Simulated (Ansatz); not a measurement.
C₄H₇FSi, SMILES `C=C1CC1(F)[SiH3]`. The species carries charge 0 and has multiplicity 1. The geometry is a stationary point of PBE0-D4/def2-TZVP.

```xyz
13

C     0.659    1.539    1.394
C     0.384    0.370    0.858
C    -0.057   -1.013    1.010
C     0.418   -0.466   -0.335
F     1.660   -0.903   -0.755
Si   -0.794   -0.212   -1.746
H     1.089    2.338    0.801
H     0.476    1.735    2.445
H    -1.108   -1.259    1.128
H     0.630   -1.693    1.507
H    -0.928   -1.467   -2.528
H    -2.102    0.150   -1.143
H    -0.326    0.880   -2.636
```

Question: What is the dipole moment at ωB97M-V/def2-TZVPP? (An estimate is asked.)

Answer: Computed: 1.57 D, with components (-1.18, 0.37, 0.95) D in this frame, pointing from negative to positive charge.

Question: And with PBE, r2SCAN, B3LYP? (Best estimate.)

Answer: The calculation gave: PBE 1.46 D, r2SCAN 1.53 D, B3LYP 1.58 D.

Question: Give the Mulliken charges with ωB97M-V, r2SCAN, PBE in def2-TZVPP. (Estimate.)

Answer: The calculation gave: 
| atom | ωB97M-V | r2SCAN | PBE |
| --- | --- | --- | --- |
| C1 | -0.21 | -0.17 | -0.17 |
| C2 | -0.03 | -0.06 | -0.08 |
| C3 | -0.15 | -0.10 | -0.12 |
| C4 | 0.07 | 0.16 | 0.16 |
| F5 | -0.22 | -0.23 | -0.19 |
| Si6 | 0.17 | 0.27 | 0.17 |
| H7 | 0.11 | 0.09 | 0.10 |
| H8 | 0.11 | 0.09 | 0.10 |
| H9 | 0.10 | 0.06 | 0.08 |
| H10 | 0.11 | 0.07 | 0.08 |
| H11 | -0.02 | -0.06 | -0.04 |
| H12 | -0.02 | -0.06 | -0.05 |
| H13 | -0.02 | -0.06 | -0.05 |

B3LYP here is the variant with VWN-RPA as its local correlation; programs differ in this.
